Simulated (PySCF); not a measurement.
**Steps of a relaxation of Bi2O2Cl2**

Bi2O2Cl2 (singlet). PySCF 2.14.0, RKS PBE, Bi def2-SVP with ECP60, O def2-SVP, Cl def2-SVP; non-relativistic Hamiltonian with scalar-relativistic core potentials where named; density fitting; no spin-orbit coupling. Origin of the start: displaced along the imaginary mode. Columns: position (Å) and force (eV/Å). Energies are counted from the last step; some of the 17 steps are shown. Forces carry noise of the integration grid, about 0.01 to 0.03 eV/Å.

Run from Python with OMP_NUM_THREADS=2. Where DIIS fails, smearing, a level shift and second-order steps follow.
It took 83 s on 2 threads of Arm Neoverse V2 (shared host), from the converged density of the start.

```xyz
6
step 0  E = 2.434 eV
Bi    0.0000   -0.0297    1.6217     0.00   -0.76   -0.20
Bi    0.0000   -0.0297   -1.6217     0.00   -0.76    0.20
O     1.4735    0.2500    0.0000    -0.49    0.42    0.00
O    -1.4735    0.2500    0.0000     0.49    0.42    0.00
Cl    0.0000    0.0634    4.2870     0.00    0.35   -0.27
Cl    0.0000    0.0634   -4.2870     0.00    0.35    0.27
```

```xyz
6
step 5  E = 0.811 eV
Bi    0.0000   -0.5999    1.5443     0.00    0.21    0.35
Bi    0.0000   -0.5999   -1.5443     0.00    0.21   -0.35
O     1.3765    0.0678    0.0000    -0.11   -0.40    0.00
O    -1.3765    0.0678    0.0000     0.11   -0.40    0.00
Cl    0.0000    0.8157    3.6488     0.00    0.19   -0.33
Cl    0.0000    0.8157   -3.6488     0.00    0.19    0.33
```

```xyz
6
step 11  E = 0.025 eV
Bi    0.0000   -0.7294    1.6172     0.00    0.32    0.04
Bi    0.0000   -0.7294   -1.6172     0.00    0.32   -0.04
O     1.3989   -0.6189    0.0000    -0.04   -0.05    0.00
O    -1.3989   -0.6189    0.0000     0.04   -0.05    0.00
Cl    0.0000    1.6319    2.5301     0.00   -0.27   -0.16
Cl    0.0000    1.6319   -2.5301     0.00   -0.27    0.16
```

**Question.** Where does the relaxation end?

**Answer.** It converges at step 16 in C2v:
```xyz
6
step 16  E = 0
Bi    0.0000   -0.7087    1.6146
Bi    0.0000   -0.7087   -1.6146
O     1.4008   -0.7125    0.0000
O    -1.4008   -0.7125    0.0000
Cl    0.0000    1.7049    2.2702
Cl    0.0000    1.7049   -2.2702
```

**Question.** How did the contacts change?

**Answer.** 
```tsv
contact	start (Å)	end (Å)
Bi1–O3 (O)	2.209	2.138
Bi1–O4 (O)	2.209	2.138
Bi1–Cl5 (Cl)	2.667	2.501
Bi2–Cl6 (Cl)	2.667	2.501
```
